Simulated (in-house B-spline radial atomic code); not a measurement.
## Ionising Pt IX (Pt8+) with different functionals

Computed with a radial B-spline atomic code at the basis-set limit: scalar-relativistic (spin-free X2C) Hamiltonian, Fermi nucleus of rms radius 5.427 fm, spin-polarised at highest spin, spherical fractional occupations for the functionals, the average over the highest-spin determinants for Hartree-Fock. The ionisation energy is the difference of two self-consistent energies, [Xe] 4f14 5d2 → [Xe] 4f14 5d1, without Breit or QED terms; ε is the level of the shell that loses the electron (its least bound occupied spin orbital). There is no spin-orbit coupling in this Hamiltonian.

Hybrids are left out here: with spherical fractional occupations of an open shell their exact exchange keeps a self-interaction that integer-occupation calculations don't have.

| method | rung | ΔSCF (eV) | -ε(5d) (eV) |
| --- | --- | --- | --- |
| Hartree-Fock | Hartree-Fock | 125.17 | 125.68 |
| LDA VWN5 | LDA | 126.52 | 117.92 |
| LDA PW92 | LDA | 126.51 | 117.90 |
| LDA exchange-only | LDA | 124.86 | 116.31 |
| PBE | GGA | ? | ? |
| PBEsol | GGA | ? | ? |
| BLYP | GGA | 126.09 | 117.49 |
| RPBE | GGA | 126.17 | 117.62 |
| PW91 | GGA | 126.34 | 117.77 |
| BP86 | GGA | 126.29 | 117.73 |
| AM05 | GGA | 126.29 | 117.72 |
| OLYP | GGA | 126.65 | 118.09 |
| TPSS | meta-GGA | 126.14 | 117.61 |
| SCAN | meta-GGA | 126.21 | 117.75 |
| r2SCAN | meta-GGA | 126.20 | 117.77 |
| revTPSS | meta-GGA | 126.17 | 117.64 |

(1) What does PBE give?

(2) What does PBEsol give?

(3) How do they compare with the NIST value?

Answers

(1) ΔSCF 126.23 eV, and -ε(5d) = 117.68 eV.

(2) ΔSCF 126.27 eV, and -ε(5d) = 117.71 eV.

(3) NIST lists 126 eV ± 2.2 (tabulated theory, ground level to ground level). Errors run from -1.14 to +0.65 eV; all lie within about twice that uncertainty, so the table can't rank the methods. Hartree-Fock also lacks correlation.
